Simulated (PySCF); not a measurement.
## Radial density of As⁺ (arsenic, charge +1)

UHF, [Ar] 3d10 4s2 4p2, high-spin 3P determinant. Computed with PySCF 2.14 in cc-pVDZ-PP with ECP10MDF, with a scalar-relativistic core potential. This is the valence pseudo-density: the core potential removes the inner electrons and smooths the orbitals near the nucleus.

| r (bohr) | 4πr²ρ (e/bohr) | 4πr²(ρα − ρβ) |
| --- | --- | --- |
| 0.000667 | 1.160e-05 | 0.0000 |
| 0.00112 | 3.276e-05 | 0.0000 |
| 0.00189 | 9.229e-05 | 0.0000 |
| 0.00317 | 0.0002580 | 0.0000 |
| 0.00534 | 0.0007063 | 0.0000 |
| 0.00898 | 0.001828 | 0.0000 |
| 0.0151 | 0.004154 | 0.0000 |
| 0.0254 | 0.007860 | 0.0000 |
| 0.0427 | 0.01766 | 0.0000 |
| 0.0719 | 0.1040 | 0.0000 |
| 0.121 | 0.9173 | -0.0004 |
| 0.203 | 5.582 | 0.0077 |
| 0.342 | 21.20 | 0.1013 |
| 0.575 | 29.01 | 0.0832 |
| 0.968 | 9.290 | 0.1149 |
| 1.63 | 2.868 | 0.9457 |
| 2.74 | 1.090 | 0.6585 |
| 4.61 | 0.08520 | 0.0692 |
| 7.75 | 0.0001960 | 0.0002 |

Energies and moments cover only the electrons outside the core potential.
